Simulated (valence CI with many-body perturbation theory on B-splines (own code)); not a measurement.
Values are calculated unless marked as measured or tabulated.
## Sensitivity of CI+MBPT for Ce³⁶⁺

Level of theory: valence CI with perturbative core correlation (CI+MBPT): four valence electrons over a frozen Dirac-Fock core [Ar], a basis of 6 s, 6 p, 5 d, 5 f, 1 g functions for each j, with the one-electron correlation potential Σ1 (screened to all orders), the two-electron term Σ2, the three-electron term Σ3, Breit, model QED; selected single and double excitations, second order for the rest, scaled by the run's own slope (own B-spline code, finite nucleus).

No measured spectrum was set against this ion. As an estimate, large intervals hold to a few tenths of a per cent, small ones and those within an open d or f shell to about a per cent. Only levels of the ground parity were solved; by the run's estimate the other parity begins above the list, which can be wrong where configurations are misplaced.

The reference run has the lowest level (3d3/2^4) J=0 and an ionisation energy of 2500.97 eV. Its largest variational space holds 8174 state functions.

Levels are named by their leading jj configuration (3d3/2^4 stands for four electrons in 3d with j = 3/2), which in mixed levels can hold well under half, so a name can repeat and another be missing. Letters in brackets count levels of one name in rising energy.

Changed runs:
A. scale of Σ1 1 → 0; scale of Σ2 1 → 0; three-electron term on → off
B. lowest core n in screening and Σ2 1 → 1
C. Breit term on → off; QED terms on → off; scale of Σ1 1 → 0.9
D. logarithmic knot step 0.27 → 0.8 (bad on purpose)

Excitation energies of the reference run in cm⁻¹, and shifts in cm⁻¹:

```
                    Level  Reference       A  B       C        D
      (3d3/2^3 3d5/2) J=1     128773   -4648  0   +4801      -11
      (3d3/2^3 3d5/2) J=2     192734   -4490  0   +7879      -13
      (3d3/2^3 3d5/2) J=4     202215   -3285  0  +10243     -7.8
      (3d3/2^3 3d5/2) J=3     218889   -3493  0   +8665      -11
    (3d3/2^2 3d5/2^2) J=0     313677   -4562  0   +8255      -14
(3d3/2^2 3d5/2^2) J=4 [a]     328567   -7741  0  +13889      -17
(3d3/2^2 3d5/2^2) J=2 [a]     338823   -4162  0   +8993      -12
(3d3/2^2 3d5/2^2) J=3 [a]     344926   -5181  0  +11028      -16
    (3d3/2^2 3d5/2^2) J=5     369266   -7333  0  +16267      -16
    (3d3/2^2 3d5/2^2) J=1     383920   -3677  0  +10515      -15
    (3d3/2^2 3d5/2^2) J=6     386920   -8207  0  +19961      -15
(3d3/2^2 3d5/2^2) J=4 [b]     413173   -3370  0  +15607      -14
   Ionisation energy (eV)    2500.97  -10.76  0   +1.39  -0.0097
```

No effect on these energies: B.
